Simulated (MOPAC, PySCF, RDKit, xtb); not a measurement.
Torsional profile of C11H16Si, SMILES C[Si](C)(C)c1cc(C=C)ccc1. Scanned: dihedral C1–C2–C3–C4; all other coordinates were relaxed at GFN2-xTB. Points at φ and −φ are mirror images. Heavy atoms are numbered in the order of the SMILES C=Cc1cccc([Si](C)(C)C)c1, hydrogens after them in the order of the atoms that carry them; the mirror image has the same energies with the sign of each dihedral reversed.

- UFF // GFN2-xTB (RDKit)
- PM3, restricted, heats of formation // GFN2-xTB (MOPAC)
- GFN1-xTB // GFN2-xTB (xtb)
- RKS-B3LYP/6-31G* = PySCF with restricted B3LYP/6-31G*, spherical d, density fitting // GFN2-xTB

Energies relative to the lowest point of each profile, in kJ/mol; the last columns give the difference from RKS-B3LYP:

```json
[
 {"φ / °": "-165", "UFF": "0.0", "PM3": "0.0", "GFN1-xTB": "0.2", "RKS-B3LYP/6-31G*": "1.0", "UFF − RKS-B3LYP/6-31G*": "-1.0", "PM3 − RKS-B3LYP/6-31G*": "-1.0", "GFN1-xTB − RKS-B3LYP/6-31G*": "-0.8"},
 {"φ / °": "-150", "UFF": "0.0", "PM3": "0.0", "GFN1-xTB": "1.1", "RKS-B3LYP/6-31G*": "2.5", "UFF − RKS-B3LYP/6-31G*": "-2.5", "PM3 − RKS-B3LYP/6-31G*": "-2.4", "GFN1-xTB − RKS-B3LYP/6-31G*": "-1.4"},
 {"φ / °": "-135", "UFF": "3.5", "PM3": "1.0", "GFN1-xTB": "3.5", "RKS-B3LYP/6-31G*": "6.1", "UFF − RKS-B3LYP/6-31G*": "-2.6", "PM3 − RKS-B3LYP/6-31G*": "-5.1", "GFN1-xTB − RKS-B3LYP/6-31G*": "-2.6"},
 {"φ / °": "-120", "UFF": "10.1", "PM3": "2.9", "GFN1-xTB": "7.3", "RKS-B3LYP/6-31G*": "11.6", "UFF − RKS-B3LYP/6-31G*": "-1.5", "PM3 − RKS-B3LYP/6-31G*": "-8.7", "GFN1-xTB − RKS-B3LYP/6-31G*": "-4.3"},
 {"φ / °": "-105", "UFF": "17.3", "PM3": "4.2", "GFN1-xTB": "11.0", "RKS-B3LYP/6-31G*": "16.9", "UFF − RKS-B3LYP/6-31G*": "0.4", "PM3 − RKS-B3LYP/6-31G*": "-12.7", "GFN1-xTB − RKS-B3LYP/6-31G*": "-5.8"},
 {"φ / °": "-90", "UFF": "20.8", "PM3": "4.4", "GFN1-xTB": "12.6", "RKS-B3LYP/6-31G*": "19.0", "UFF − RKS-B3LYP/6-31G*": "1.8", "PM3 − RKS-B3LYP/6-31G*": "-14.6", "GFN1-xTB − RKS-B3LYP/6-31G*": "-6.4"},
 {"φ / °": "-75", "UFF": "17.7", "PM3": "3.9", "GFN1-xTB": "11.2", "RKS-B3LYP/6-31G*": "16.8", "UFF − RKS-B3LYP/6-31G*": "0.9", "PM3 − RKS-B3LYP/6-31G*": "-12.9", "GFN1-xTB − RKS-B3LYP/6-31G*": "-5.6"},
 {"φ / °": "-60", "UFF": "10.5", "PM3": "2.6", "GFN1-xTB": "7.7", "RKS-B3LYP/6-31G*": "11.7", "UFF − RKS-B3LYP/6-31G*": "-1.2", "PM3 − RKS-B3LYP/6-31G*": "-9.0", "GFN1-xTB − RKS-B3LYP/6-31G*": "-4.0"},
 {"φ / °": "-45", "UFF": "3.7", "PM3": "0.9", "GFN1-xTB": "3.8", "RKS-B3LYP/6-31G*": "6.1", "UFF − RKS-B3LYP/6-31G*": "-2.4", "PM3 − RKS-B3LYP/6-31G*": "-5.2", "GFN1-xTB − RKS-B3LYP/6-31G*": "-2.3"},
 {"φ / °": "-30", "UFF": "0.4", "PM3": "0.1", "GFN1-xTB": "1.3", "RKS-B3LYP/6-31G*": "2.2", "UFF − RKS-B3LYP/6-31G*": "-1.8", "PM3 − RKS-B3LYP/6-31G*": "-2.1", "GFN1-xTB − RKS-B3LYP/6-31G*": "-0.9"},
 {"φ / °": "-15", "UFF": "0.5", "PM3": "0.2", "GFN1-xTB": "0.2", "RKS-B3LYP/6-31G*": "0.5", "UFF − RKS-B3LYP/6-31G*": "0.1", "PM3 − RKS-B3LYP/6-31G*": "-0.3", "GFN1-xTB − RKS-B3LYP/6-31G*": "-0.2"},
 {"φ / °": "0", "UFF": "1.3", "PM3": "0.3", "GFN1-xTB": "0.0", "RKS-B3LYP/6-31G*": "0.0", "UFF − RKS-B3LYP/6-31G*": "1.3", "PM3 − RKS-B3LYP/6-31G*": "0.3", "GFN1-xTB − RKS-B3LYP/6-31G*": "0.0"},
 {"φ / °": "15", "UFF": "0.5", "PM3": "0.2", "GFN1-xTB": "0.2", "RKS-B3LYP/6-31G*": "0.5", "UFF − RKS-B3LYP/6-31G*": "0.1", "PM3 − RKS-B3LYP/6-31G*": "-0.3", "GFN1-xTB − RKS-B3LYP/6-31G*": "-0.2"},
 {"φ / °": "30", "UFF": "0.4", "PM3": "0.1", "GFN1-xTB": "1.3", "RKS-B3LYP/6-31G*": "2.2", "UFF − RKS-B3LYP/6-31G*": "-1.8", "PM3 − RKS-B3LYP/6-31G*": "-2.1", "GFN1-xTB − RKS-B3LYP/6-31G*": "-0.9"},
 {"φ / °": "45", "UFF": "3.7", "PM3": "0.9", "GFN1-xTB": "3.8", "RKS-B3LYP/6-31G*": "6.1", "UFF − RKS-B3LYP/6-31G*": "-2.4", "PM3 − RKS-B3LYP/6-31G*": "-5.2", "GFN1-xTB − RKS-B3LYP/6-31G*": "-2.3"},
 {"φ / °": "60", "UFF": "10.5", "PM3": "2.6", "GFN1-xTB": "7.7", "RKS-B3LYP/6-31G*": "11.7", "UFF − RKS-B3LYP/6-31G*": "-1.2", "PM3 − RKS-B3LYP/6-31G*": "-9.0", "GFN1-xTB − RKS-B3LYP/6-31G*": "-4.0"},
 {"φ / °": "75", "UFF": "17.7", "PM3": "3.9", "GFN1-xTB": "11.2", "RKS-B3LYP/6-31G*": "16.8", "UFF − RKS-B3LYP/6-31G*": "0.9", "PM3 − RKS-B3LYP/6-31G*": "-12.9", "GFN1-xTB − RKS-B3LYP/6-31G*": "-5.6"},
 {"φ / °": "90", "UFF": "20.8", "PM3": "4.4", "GFN1-xTB": "12.6", "RKS-B3LYP/6-31G*": "19.0", "UFF − RKS-B3LYP/6-31G*": "1.8", "PM3 − RKS-B3LYP/6-31G*": "-14.6", "GFN1-xTB − RKS-B3LYP/6-31G*": "-6.4"},
 {"φ / °": "105", "UFF": "17.3", "PM3": "4.2", "GFN1-xTB": "11.0", "RKS-B3LYP/6-31G*": "16.9", "UFF − RKS-B3LYP/6-31G*": "0.4", "PM3 − RKS-B3LYP/6-31G*": "-12.7", "GFN1-xTB − RKS-B3LYP/6-31G*": "-5.8"},
 {"φ / °": "120", "UFF": "10.1", "PM3": "2.9", "GFN1-xTB": "7.3", "RKS-B3LYP/6-31G*": "11.6", "UFF − RKS-B3LYP/6-31G*": "-1.5", "PM3 − RKS-B3LYP/6-31G*": "-8.7", "GFN1-xTB − RKS-B3LYP/6-31G*": "-4.3"},
 {"φ / °": "135", "UFF": "3.5", "PM3": "1.0", "GFN1-xTB": "3.5", "RKS-B3LYP/6-31G*": "6.1", "UFF − RKS-B3LYP/6-31G*": "-2.6", "PM3 − RKS-B3LYP/6-31G*": "-5.1", "GFN1-xTB − RKS-B3LYP/6-31G*": "-2.6"},
 {"φ / °": "150", "UFF": "0.0", "PM3": "0.0", "GFN1-xTB": "1.1", "RKS-B3LYP/6-31G*": "2.5", "UFF − RKS-B3LYP/6-31G*": "-2.5", "PM3 − RKS-B3LYP/6-31G*": "-2.4", "GFN1-xTB − RKS-B3LYP/6-31G*": "-1.4"},
 {"φ / °": "165", "UFF": "0.0", "PM3": "0.0", "GFN1-xTB": "0.2", "RKS-B3LYP/6-31G*": "1.0", "UFF − RKS-B3LYP/6-31G*": "-1.0", "PM3 − RKS-B3LYP/6-31G*": "-1.0", "GFN1-xTB − RKS-B3LYP/6-31G*": "-0.8"},
 {"φ / °": "180", "UFF": "0.8", "PM3": "0.1", "GFN1-xTB": "0.0", "RKS-B3LYP/6-31G*": "0.7", "UFF − RKS-B3LYP/6-31G*": "0.1", "PM3 − RKS-B3LYP/6-31G*": "-0.6", "GFN1-xTB − RKS-B3LYP/6-31G*": "-0.7"}
]
```

UFF is furthest from RKS-B3LYP/6-31G* at -135 (-2.6 kJ/mol, below); its mean absolute difference over the points is 1.4 kJ/mol.

PM3 is furthest from RKS-B3LYP/6-31G* at -90 (-14.6 kJ/mol, below); its mean absolute difference over the points is 6.2 kJ/mol.

GFN1-xTB is furthest from RKS-B3LYP/6-31G* at -90 (-6.4 kJ/mol, below); its mean absolute difference over the points is 2.9 kJ/mol.
